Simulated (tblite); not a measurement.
Species: C4H10N2SSi.
Cartesian coordinates in Å at the GFN2-xTB level; atoms count from 1:
```
atom  x, y, z in Å
C1    -0.7717   -1.5510   -0.5698
C2    -0.4624   -0.0681   -0.3787
C3    -1.6340    0.6466    0.3265
C4    -2.8151    0.6495   -0.4947
N5    -3.7434    0.6481   -1.1617
N6     0.7452    0.1450    0.3821
Si7    2.2839    0.3177   -0.3513
S8     3.6564    0.6561    1.2642
H9     0.0555   -2.0372   -1.0812
H10   -0.9168   -2.0377    0.3936
H11   -1.6748   -1.6757   -1.1623
H12   -0.3075    0.3946   -1.3585
H13   -1.8623    0.1458    1.2720
H14   -1.3525    1.6816    0.5382
H15    0.6916   -0.2765    1.3001
H16    2.8544   -0.8318   -1.0455
H17    2.2184    1.5031   -1.1976
H18    3.0264    1.6962    1.7864
```

Method: GFN2-xTB as coded in tblite; computed harmonic values from a numerical Hessian at the method's own geometry, unscaled. The method is semi-empirical: single wavenumbers can be off by several per cent or more. Modes of hydrogen on silicon and sulfur can be 10 to 20 % off. One conformer, not necessarily the lowest.

Harmonic wavenumbers (cm⁻¹): 40.1, 45.3, 64.1, 107.0, 120.3, 142.6, 209.3, 237.8, 316.8, 368.0, 386.3, 433.3, 498.4, 519.3, 525.9, 548.9, 585.5, 682.5, 755.9, 790.1, 848.3, 879.4, 912.0, 1006.1, 1015.0, 1055.5, 1114.6, 1150.8, 1165.2, 1234.0, 1290.7, 1316.6, 1380.0, 1406.4, 1423.7, 1488.0, 1494.6, 2279.5, 2307.8, 2413.2, 2476.8, 2945.4, 2957.5, 2970.8, 3021.6, 3042.0, 3044.4, 3411.9.

A = 4150, B = 505.7, C = 484.9 MHz; mass 146.033 u (most abundant isotopes); point group C1, symmetry number 1.

Task: What is the zero-point energy?

Result: Half the sum of the wavenumbers: 29215 cm⁻¹ = 83.53 kcal/mol.

Task: Give the ideal-gas entropy at 298.15 K and 1 bar in the rigid-rotor, harmonic-oscillator model (classical rotation).

Result: Translation 40.87, rotation 30.14, vibration 36.64: S = 107.7 cal/(mol K).

Task: And Cp and H(298.15 K) − H(0)?

Result: Cp = 41.80 cal/(mol K), of which vibrations give 33.85 (their classical limit is 48 R = 95.4); H(298.15 K) − H(0) = 7.81 kcal/mol without the zero-point energy, 5.44 from vibrations.

Task: Blend soft modes into free rotors: weight 1/[1 + (100 cm⁻¹/ν̃)⁴] for the oscillator and the rest for a rotor with moment μB/(μ + B), μ = h/(8π²ν), B = 10⁻⁴⁴ kg m². What vibrational entropy results?

Result: 32.60 cal/(mol K) in place of 36.64, which changes −T·S at 298.15 K by +1.21 kcal/mol.

Task: What must be added to the electronic energy to get the Gibbs energy at 298.15 K and 1 bar?

Result: ZPE + [H(298.15 K) − H(0)] − T·S = 83.53 + 7.81 − 32.10 = 59.24 kcal/mol.

Task: Which modes carry the vibrational entropy at 298.15 K?

Result: 40.1 cm⁻¹: 5.25; 45.3 cm⁻¹: 5.01; 64.1 cm⁻¹: 4.33; 107.0 cm⁻¹: 3.32; 120.3 cm⁻¹: 3.10; 142.6 cm⁻¹: 2.77 cal/(mol K); the other 42 give 12.86 together.

Task: How do the functions run with temperature in this model?

Result: 
```
 T (K)  S (cal/(mol K))  Cp (cal/(mol K))  H − H(0) (kcal/mol)  G − H(0) (kcal/mol)  ln q(vib)
    50             62.1              15.6                 0.57                -2.54       0.97
   100             74.8              21.5                 1.50                -5.98       2.75
373.15            117.8              48.5                11.20               -32.74      11.52
   500            133.3              57.9                17.97               -48.69      15.20
   750            159.5              71.0                34.20               -85.39      21.87
  1000            181.2              79.7                53.10              -128.05      27.86
```

q(vib) and H(0) count from the zero-point level.

Hindered rotation and anharmonicity are outside this model. Other conformers, if any are populated, would add a mixing term that is left out. The structure is chiral; the term R ln 2 for an equal mix with its mirror image is left out.
